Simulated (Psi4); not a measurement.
Cl$_{5}$Ta, charge -1, doublet, at a GFN2-xTB geometry (such geometries of metal compounds can be far from the true shape) (the multiplicity is a formal guess) (core potentials on Ta) (a gas-phase anion, which may not be bound at this level). Base run: HF/def2-SVP (Psi4).

Geometry (Å):
```xyz
6

Ta     0.0514     0.0421    -0.0364
Cl     1.7391    -0.5901     1.5907
Cl    -1.6197     0.6878    -1.6752
Cl     0.0759     2.1851     0.7770
Cl     1.1335    -1.1961    -1.6337
Cl    -1.5496    -1.2674     1.0978
```
Charge -1, spin multiplicity 2.
Orbitals are unrestricted.
All else is at Psi4's defaults (density fitting).
Base energy -2353.54519 Eh.

The base run was repeated with changes; each row names its change, and settings that it needs were set with it.

```csv
change,ΔE vs base (mEh),SCF cycles,basis functions,outcome
base,0.000,34,122,converged
scf_type = dfdirj+cosx,-3.240,35,122,converged
d_convergence = 1e-4,0.020,24,122,converged
e_convergence = 1e-10,0.001,49,122,converged
damping_percentage = 20,-,-,122,not converged
scf_type = out_of_core,-9.167,26,122,converged
df_basis_scf = def2-universal-jkfit,0.000,34,122,converged
guess = sadno,0.001,41,122,converged
guess = huckel,0.001,40,122,converged
scf_type = pk,-9.167,26,122,converged
scf_type = direct,-0.169,36,122,converged
puream = false,-43.309,28,132,converged
d_convergence = 1e-10,0.001,78,122,converged
```

Open shells are given as the SCF converged; they aren't shown to be the lowest states, and a large step between rows can be another state.

A gas-phase anion may not be bound at this level; its values then depend on the basis.
